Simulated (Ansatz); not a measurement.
Basis sets compared for Au20⁻ (started as a model of: Au20 flat piece). Total charge -1; doublet. Geometry PBE-D4/def2-SVP. Ansatz on 4 threads of AMD EPYC 7R13 on a shared host and a share (37 GiB) of an NVIDIA H100 80GB HBM3; times are rough, and most runs start from earlier orbitals.

```xyz
20

Au   -1.712    6.357   -0.512
Au   -1.704    3.764    0.227
Au   -3.475    2.587    1.919
Au   -3.277   -0.054    2.526
Au   -4.914   -1.423    4.175
Au    0.243    4.876   -1.583
Au    0.381    2.223   -0.928
Au   -1.425    1.060    0.786
Au   -1.200   -1.613    1.380
Au   -2.944   -2.864    3.077
Au    2.211    3.465   -2.685
Au    2.381    0.737   -2.034
Au    0.597   -0.444   -0.330
Au    0.798   -3.104    0.277
Au   -1.011   -4.357    2.023
Au    4.207    1.966   -3.782
Au    4.387   -0.718   -3.153
Au    2.687   -2.002   -1.488
Au    2.778   -4.618   -0.807
Au    0.992   -5.837    0.912
```

In the def2 sets Au takes a core potential; there is no spin–orbit coupling. Single mean-field runs in def2-SVP, def2-TZVP are fitted with def2-universal-jkfit. Another isomer (doublet) lies 2.77 eV lower at PBE0-D4/def2-TZVP; other spin states weren't run for this one.

| level | functions | energy (Eh) | HOMO (eV) | LUMO (eV) | wall time |
| --- | --- | --- | --- | --- | --- |
| PBE-D4/def2-SVP | 640 | -2716.5512 | -2.60 | -2.47 | 15 s |
| PBE0-D4/def2-SVP | 640 | -2715.5212 | -2.87 | -1.87 | 25 s |

Problem. Estimate the rows for PBE-D4/def2-TZVP (with forces), PBE0-D4/def2-TZVP.

Solution. 
```
                         level  functions  energy (Eh)  HOMO (eV)  LUMO (eV)  wall time
PBE-D4/def2-TZVP (with forces)        800   -2716.7348      -2.63      -2.49       13 s
             PBE0-D4/def2-TZVP        800   -2715.6962      -2.88      -1.88       24 s
```
